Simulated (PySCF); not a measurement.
Computed properties of CH4BIO, SMILES CB(O)I

B(I)(Me)(OH) (CH₄BIO), SMILES CB(O)I. Geometry: PBE0-D3(BJ)/def2-SVP. The def2 effective core potentials stand for the cores of I; spin–orbit coupling is left out. One conformer was computed; it need not be the lowest. All values are computed for the isolated molecule unless a solvent is named; none is compared with measurement here.

**Structure.** The optimised structure has Cs symmetry. All 18 harmonic modes at PBE0-D3(BJ)/def2-SVP (PySCF) are real, so it is a minimum. With heavy atoms numbered as in [B:1]([I:2])([CH3:3])[OH:7], the shortest bond between them is B1–O7 at 1.341 Å and the longest B1–I2 at 2.183 Å.

**Vibrations.** The strongest infrared lines (harmonic, unscaled, degenerate partners summed) lie at 1131 cm⁻¹ (473 km/mol, H 52 %, B 33 %, O 12 %), 1466 cm⁻¹ (141 km/mol, B 47 %, H 32 %, O 15 %), 626 cm⁻¹ (119 km/mol, H 84 %, O 12 %). The softest mode is at 85 cm⁻¹ and the zero-point energy is 35.4 kcal/mol.

**Electronic structure.** HF/def2-TZVP (PySCF) places the frontier levels at -10.08 and 3.02 eV, a gap of 13.10 eV, and gives a dipole moment of 0.91 D and a mean polarisability of 57.4 bohr³.

**Excitations.** TDDFT-CAM-B3LYP/def2-SVPD (PySCF) has S1 at 5.99 eV (207 nm, f = 0.000, dark); the most intense of the 10 singlets computed lies at 6.67 eV (f = 0.12). T1 (TDA) is at 5.84 eV. No vertical singlet excitation falls in the visible range (under 3.1 eV).
